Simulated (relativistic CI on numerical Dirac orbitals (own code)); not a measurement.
Computed by Dirac-Coulomb-Breit CI, separate exchange-only KLI orbitals for each configuration, QED by a radiative potential, unscaled Slater integrals (own radial code, finite nucleus).

Configurations in the expansion (outside the closed core [Ar]): 3d¹⁰4s², 3d¹⁰4s4p, 3d¹⁰4p², 3d¹⁰4s4d, 3d¹⁰4d², 3d¹⁰4s4f, 3d¹⁰4p4d, 3d¹⁰4f², 3d¹⁰4p4f, 3d¹⁰4d4f, 3d¹⁰4s5s, 3d¹⁰4s5p, 3d¹⁰4s5d, 3d¹⁰4s5f, 3d¹⁰4s5g, 3d¹⁰4s6s, 3d¹⁰4s6p, 3d¹⁰4s6d, 3d¹⁰4s6f, 3d¹⁰4s7s, 3d⁹4s²4p, 3d⁹4s²4d, 3d⁹4s²4f, 3d⁹4s²5s, 3d⁹4s²5p, 3d⁹4s²5d. Double excitations out of closed p, d and f shells are left out; levels of such configurations are missing from the list, as are those of other unlisted configurations, and high levels can miss mixing partners. These lack a partner that the ground configuration has and come out too high: 3d⁹4s²4p, 3d⁹4s²4d, 3d⁹4s²4f, 3d⁹4s²5s, 3d⁹4s²5p.

At this charge energies of transitions that change n are usually good to better than 1 %, and those within a shell (Δn = 0) to a few per cent.

Outline of the computed level scheme of Sb XXII. Lowest level of each configuration: 3d¹⁰4s² ¹S0 at 0.000 eV; 3d¹⁰4s4p ³P°0 at 40.235 eV; 3d¹⁰4p² ³P0 at 93.976 eV; 3d¹⁰4s4d ³D1 at 133.392 eV; 3d¹⁰4p4d ³F°2 at 175.906 eV; 3d¹⁰4s4f ³F°2 at 219.045 eV; 3d¹⁰4p4f ¹G4 at 262.946 eV; 3d¹⁰4d² ¹G4 at 270.275 eV.

Some strong electric-dipole decays among the lowest 45 levels: 3d¹⁰4d² ³P0 → 3d¹⁰4p4d ³D°1 (2.4e+11 s⁻¹); 3d¹⁰4s4f ¹F°3 → 3d¹⁰4s4d ¹D2 (2.1e+11 s⁻¹); 3d¹⁰4p4f ³F4 → 3d¹⁰4p4d ³D°3 (2.0e+11 s⁻¹); 3d¹⁰4d² ¹D2 → 3d¹⁰4p4d ³D°1 (1.9e+11 s⁻¹); 3d¹⁰4s4d ¹D2 → 3d¹⁰4s4p ¹P°1 (1.8e+11 s⁻¹); 3d¹⁰4p4d ³D°1 → 3d¹⁰4p² ³P0 (1.8e+11 s⁻¹); 3d¹⁰4p4d ³D°3 → 3d¹⁰4p² ¹D2 (1.5e+11 s⁻¹); 3d¹⁰4s4f ³F°4 → 3d¹⁰4s4d ³D3 (1.5e+11 s⁻¹).

LS names give the leading component of a level, which can be under half, so a name can repeat, a term be missing and a line seem to break the LS rules.
